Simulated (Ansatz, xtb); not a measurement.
**GeH3NO: 3 structures ranked**

3 gas-phase structures of GeH3NO, from a drawn sample of its isomers (lower ones may exist). Each was relaxed with GFN2-xTB:

A. `N[O][GeH]`, a singlet
B. `O[NH][GeH]`, a singlet
C. `[NH2][Ge][OH]`, a singlet

**Question.** Make a reasoned guess at their ranking by r2SCAN-D4/def2-SVP single-point energy.

**Answer.** Calculated order at r2SCAN-D4/def2-SVP: C (0.0), B (69.1), A (70.5) kcal/mol.

Energies above the lowest of each column, in kcal/mol; the last columns are at PBE0-D4/def2-SVP geometries:

```
structure  GFN2-xTB  HF/STO-3G  r2SCAN-D4/def2-SVP  PBE0-D4/def2-SVP  CCSD(T)/def2-TZVP
        C       0.0        0.0                 0.0               0.0                0.0
        B      68.6       49.1                69.1              68.7               77.2
        A      60.6       50.6                70.5              69.1               74.2
```

Every level run on C puts it lowest or level with the lowest. CCSD(T)/def2-TZVP orders those it was run on as C (0.0), A (74.2), B (77.2) kcal/mol. Flexible structures stand in one conformer each, not always the lowest. Large T1 diagnostics make some coupled-cluster values less sure.

Programs: Ansatz 0.2.0, xtb 6.7.1.
